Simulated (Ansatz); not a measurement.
A structure relaxed at r2SCAN-D4/def2-TZVP in Ansatz, charge 0, singlet:

```csv
atom,x (Å),y (Å),z (Å)
Zn1,0.000,0.000,0.000
I2,-1.835,0.876,-1.286
I3,1.835,-0.876,1.286
```

Task: Give its formula, name or SMILES and point group.

Result: ZnI2. Point group D∞h (tolerance 0.1 Å).

Task: Summarise the bond lengths by kind (pairs closer than 1.2 times the sum of covalent radii, bridged metal pairs left out).

Result: 2 × I–Zn 2.41 Å. The metal has 2 neighbours: I 2.41 Å, I 2.41 Å.

In the def2 sets I takes a core potential; there is no spin–orbit coupling.
